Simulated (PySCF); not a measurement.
## State search for MgIn

Unrestricted PBE0; Mg def2-SVPD, In def2-SVPD with ECP28; scalar-relativistic core potentials (PySCF 2.14). Outer shells of the fragments: Mg 3s2; In 4d10 5s2 5p1.

Followed along the bond (rough minima from three points):

```tsv
2Ms+1	unpaired	⟨S²⟩ at the start	R at minimum (Å)	Te (eV)
2	π ↑	0.77	3.03	0.00
2	σ ↑	0.76	3.40	0.17
4	σ ↑↑, π ↑	3.75	2.89	1.47
4	σ ↑, π ↑↑	3.75	none in the scan	≤ 1.50
```

Solutions found at the starting distance of 2.745 Å, counted from the lowest of them; the search is not exhaustive and high or unbound solutions are not listed, so other states can lie among these:

```
2Ms+1   unpaired   term  E (eV)  ⟨S²⟩  ⟨Lz²⟩  μ (D)
    2        π ↑     ²Π    0.00  0.77   1.00  -1.01
    2        σ ↑    ²Σ⁺    0.47  0.76   0.00   1.29
    4  σ ↑, π ↑↑    ⁴Σ⁻    1.41  3.75   0.00  -1.99
    4  σ ↑↑, π ↑     ⁴Π    1.41  3.75   1.00  -0.46
    2  σ ↑, π ↑↓  mixed    1.82  1.76   2.01  -2.01
    2  σ ↓, π ↑↑  mixed    1.90  1.76   0.00  -2.36
```

A term symbol is given only where ⟨S²⟩ and ⟨Lz²⟩ are close to those of a pure state; real π, δ and φ orbitals otherwise mix terms. A positive dipole means Mg(−)In(+).

**Question.** Compare the gap between the two lowest followed solutions at the starting distance with the gap between their minima.

**Answer.** At PBE0 the second solution (doublet, unpaired electrons σ ↑) lies +0.47 eV from the first (doublet, unpaired electrons π ↑) at 2.745 Å and +0.17 eV at the minima; the two curves relax by different amounts, since their minima lie near 3.40 and 3.03 Å.

Spin–orbit coupling is left out. Counting both spins, an empty level lies below a filled one in some of these solutions, because spin and occupation are held.
